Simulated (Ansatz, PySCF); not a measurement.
Ti(Cl)2(OH)2 (Cl2H2O2Ti), SMILES [OH][Ti]([OH])([Cl])[Cl], multiplicity 1.

Geometry: ωB97X-D3(BJ)/def2-SVP. The geometry has at least one imaginary mode, so it is a saddle point at that level. The spin state was assumed, not searched. The structure was generated by enumeration; whether it is a known compound was not checked. The values are those of a single conformer.

Vertical ionisation energy (IE) and electron affinity (EA) in eV. Rows of orbital energies are one-electron estimates. Where ΔSCF, EOM or ADC give a negative EA the extra electron is unbound and the value depends on the basis.

```csv
level,IE,EA
"−ε(HOMO), −ε(LUMO), B3LYP/def2-TZVP (PySCF)",8.53,2.60
"−ε(HOMO), −ε(LUMO), PBE/def2-TZVP (PySCF)",7.41,3.22
"ΔSCF, CAM-B3LYP/def2-SVPD (Ansatz), final states of multiplicity 2 and 2",?,?
"ΔSCF, PBE/def2-SVPD (Ansatz), final states of multiplicity 2 and 2",10.49,0.41
```

Q: Complete the blanks. (An estimate is asked for; the answer gives what the named calculation found.)

A: 
- ΔSCF, CAM-B3LYP/def2-SVPD (Ansatz, a quantum-chemistry and plane-wave program), final states of multiplicity 2 and 2, IE: 11.16
- ΔSCF, CAM-B3LYP/def2-SVPD (Ansatz), final states of multiplicity 2 and 2, EA: 1.21

Q: What vertical singlet–triplet gap does ΔSCF give with CAM-B3LYP/def2-SVPD (Ansatz) and with PBE/def2-SVPD (Ansatz)? (Estimate from the structure and the level; the computed values follow.)

A: 4.46 and 4.55 eV (triplet above singlet where positive).
